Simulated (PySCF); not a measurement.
Species: C₅H₆F₃NO.
SMILES with atom numbers: `[F:1][CH2:2]/[CH:3]=[CH:4]\[N:5]=[CH:6]\[O:7][CH:8]([F:9])[F:10]` (hydrogens: H11, H12 on C2; H13 on C3; H14 on C4; H15 on C6; H16 on C8)

All values: CAM-B3LYP/def2-SVPD (PySCF, non-relativistic), on one gas-phase PBE0-D3(BJ)/def2-SVP geometry that isn't relaxed in the solvent. The solvent is an IEF-PCM continuum (cavity from Bondi-type radii × 1.2), and excitations are vertical TDDFT with non-equilibrium linear response and a frozen core. The model holds no explicit solvent molecules, cavitation or dispersion.

Gas-phase singlets (H = HOMO, L = LUMO):

| state | E (eV) | λ (nm) | f | leading configurations |
| --- | --- | --- | --- | --- |
| S1 | 5.450 | 227 | 0.000 | H-1→L 95% |
| S2 | 5.768 | 215 | 0.600 | H→L 97% |
| S3 | 6.912 | 179 | 0.008 | H→L+1 77%, H→L+4 10% |
| S4 | 7.133 | 174 | 0.094 | H→L+3 64%, H→L+2 22% |
| S5 | 7.479 | 166 | 0.007 | H→L+2 59%, H→L+3 18% |

Question: How does the list change in benzene (ε = 2.271)?

Answer: 
| state | E (eV) | λ (nm) | f | leading configurations | change by rank (eV) |
| --- | --- | --- | --- | --- | --- |
| S1 | 5.444 | 228 | 0.000 | H-1→L 95% | -0.006 |
| S2 | 5.610 | 221 | 0.738 | H→L 98% | -0.158 |
| S3 | 6.965 | 178 | 0.012 | H→L+1 65%, H→L+2 12% | +0.053 |
| S4 | 7.082 | 175 | 0.089 | H→L+2 40%, H→L+3 38% | -0.051 |
| S5 | 7.487 | 166 | 0.010 | H→L+2 35%, H→L+3 30% | +0.008 |

Question: What are the lowest 5 singlets in chloroform (ε = 4.711)?

Answer: 
| state | E (eV) | λ (nm) | f | leading configurations | change by rank (eV) |
| --- | --- | --- | --- | --- | --- |
| S1 | 5.446 | 228 | 0.000 | H-1→L 95% | -0.004 |
| S2 | 5.640 | 220 | 0.736 | H→L 98% | -0.128 |
| S3 | 7.001 | 177 | 0.013 | H→L+1 61%, H→L+3 26% | +0.089 |
| S4 | 7.093 | 175 | 0.081 | H→L+2 68%, H→L+4 22% | -0.040 |
| S5 | 7.502 | 165 | 0.011 | H→L+3 55%, H→L+1 18% | +0.023 |

Question: How do the frontier levels move from gas to chloroform?

Answer: 
```tsv
orbital	gas (eV)	solvent (eV)	change (eV)	Löwdin shares, gas	Löwdin shares, solvent
LUMO+2	1.48	1.75	+0.27	C2 12 %, H16 11 %, H11 10 %, H15 9 %	C2 15 %, F1 11 %, C4 10 %, C6 10 %
LUMO+1	1.22	1.45	+0.23	C6 22 %, C4 15 %, H15 11 %, C8 9 %	C8 17 %, C6 15 %, C2 9 %, C4 9 %
LUMO	-0.28	-0.01	+0.27	C6 28 %, C3 19 %, N5 16 %, C4 12 %	C6 27 %, C3 19 %, N5 15 %, C4 12 %
HOMO	-8.61	-8.39	+0.22	C3 29 %, C4 24 %, N5 14 %, C6 10 %	C3 29 %, C4 23 %, N5 14 %, C6 10 %
HOMO-1	-10.00	-9.74	+0.26	N5 53 %, C4 10 %, C6 9 %, H14 6 %	N5 54 %, C4 10 %, C6 10 %, H14 6 %
HOMO-2	-11.31	-11.23	+0.08	F1 37 %, C2 20 %, H12 10 %, H11 8 %	F1 29 %, C2 19 %, N5 10 %, H12 9 %
HOMO-3	-11.57	-11.49	+0.08	F1 39 %, C2 18 %, C3 16 %, N5 6 %	F1 34 %, C2 20 %, C3 18 %, N5 5 %
```

The HOMO–LUMO gap goes from 8.33 to 8.37 eV. Rows go by rank; for LUMO+1 and LUMO+2 the atom shares or the degeneracy differ between the runs, so the row needn't follow one orbital.

Conformer computed: `[F:1][CH2:2]/[CH:3]=[CH:4]\[N:5]=[CH:6]\[O:7][CH:8]([F:9])[F:10]`: F1–C2–C3–C4 135°, C3–C4–N5–C6 174°, N5–C6–O7–C8 -2°, C6–O7–C8–F9 -162°.
